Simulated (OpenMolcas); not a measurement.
## Levels of neutral iron by method

```json
{"Program": "OpenMolcas 26.06", "Basis": "ANO-RCC-VTZP [6s5p3d2f1g]", "Scalar Hamiltonian": "DKH2, point nucleus", "Active space": "8 electrons in 11 orbitals (3d 4s 4d)", "State averaging": "2S+1 = 5 even, 15 roots; 2S+1 = 3 even, 30 roots kept (CI in the orbitals of an earlier block); 2S+1 = 1 even, 9 roots kept (CI in the orbitals of an earlier block, 0 in the spin-orbit step)", "Spin-orbit coupling": "RASSI with atomic mean-field integrals over the reference wave functions, term energies averaged over their components"}
```

Methods on the same reference wave functions:
A. CASSCF
B. SS-CASPT2, IPEA 0.25 Eh, imaginary shift 0.1 Eh (closed shells correlated: 3s 3p)

Energies in cm-1 above 3d6 4s2 5D4, the measured ground level; measured values from NIST Handbook of Basic Atomic Spectroscopic Data.

```tsv
Level	A	B	Measured
3d6 4s2 5D4	0.0	0.0	0.0
3d6 4s2 5D3	382	382	416
3d6 4s2 5D2	657	656	704
3d6 4s2 5D1	836	834	888
3d6 4s2 5D0	924	921	978
3d7 4s 5F5	4666	7710	6928
3d7 4s 5F4	5105	8150	7377
3d7 4s 5F3	5458	8500	7728
3d7 4s 5F2	5721	8760	7986
3d7 4s 5F1	5897	8940	8155
3d7 4s 3F4	12003	12530	
3d7 4s 3F3	12556	13080	
3d7 4s 3F2	12974	13500
```

Deviations, from unrounded energies. A percentage is the sum of absolute deviations over the sum of measured energies, with the sign that they share, or ± where signs differ.

| Against measurement | Levels | A | B |
| --- | --- | --- | --- |
| mean absolute deviation (cm-1) | 9 | 1300 | 450 |
| fine structure of the ground term (%) | 4 | -6.3 | -6.5 |
| other configurations (%) | 5 | -29.7 | +10.2 |

B lies closest to measurement on these levels. The largest miss of B in the table is 3d7 4s 5F1, by +790 cm-1. The ranking rests on the paired levels alone, and a cruder setting can come out closer through cancelling errors.

The lowest spin-free term lies below A's lowest term by 0.444 hartree in B.

Term energies are means over components that CASPT2 splits; among the terms shown or strongly mixed into the levels shown the widest spread is 310 cm-1 (3d7 4s 5F, B). Some high roots are left out of the spin-orbit mixing, which shifts the levels that they would mix with. Terms from blocks run as CI alone lack orbitals of their own. Active for correlation alone: 4d; no level in the range computed is led by a configuration that fills it, so any true level of that kind is missing. Without dynamic correlation excited terms often stand tens of per cent too high (terms of higher spin than the ground term too low), and those without a measured partner can miss by more than the paired ones (holds for A). Measured partners are found by configuration, term and J. A level has none where our copy of the source lacks it or the pairing is in doubt (some pairs that miss far off the trend of their configuration count as doubtful), and it then counts in no deviation. Levels of configurations outside the active space are missing. Levels that lie high or do not pair safely by name in every column are left out.
